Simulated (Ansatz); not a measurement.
`[O]=[W]([OH])([OH])([OH])[F]` and `C[O][W](=[O])([OH])([OH])[F]` differ in one atom or group.

Ansatz, PBE0-D4/def2-TZVP geometries, multiplicity 1. Each molecule was computed in one conformer, which needn't be the lowest.

Elements past krypton have def2 core potentials.

```tsv
property	`[O]=[W]([OH])([OH])([OH])[F]`
HOMO energy (PBE0/def2-TZVPP) / eV	-9.56
size of the dipole moment (B3LYP/def2-TZVPP) / D	1.25
LUMO energy (ωB97M-V/def2-TZVPP) / eV	-0.54
HOMO energy (ωB97M-V/def2-TZVPP) / eV	-11.96
LUMO energy (B3LYP/def2-TZVPP) / eV	-2.98
size of the dipole moment (ωB97M-V/def2-TZVPP) / D	1.22
```

**Question.** What does the change do to each property? (Best estimate.)

**Answer.** Computed: 
```tsv
property	`C[O][W](=[O])([OH])([OH])[F]`	shift
HOMO energy (PBE0/def2-TZVPP) / eV	-9.00	0.56
size of the dipole moment (B3LYP/def2-TZVPP) / D	3.18	1.93
LUMO energy (ωB97M-V/def2-TZVPP) / eV	-0.47	0.07
HOMO energy (ωB97M-V/def2-TZVPP) / eV	-11.35	0.61
LUMO energy (B3LYP/def2-TZVPP) / eV	-2.87	0.11
size of the dipole moment (ωB97M-V/def2-TZVPP) / D	3.12	1.90
```

With PBE0 the HOMO rises by 0.56 eV and the LUMO rises by 0.10 eV, so the gap narrows by about 0.46 eV. PBE moves the HOMO by 0.44 eV and ωB97M-V by 0.61 eV. Dipoles are sizes alone; their direction can turn.

B3LYP here is the variant with VWN-RPA as its local correlation; programs differ in this.
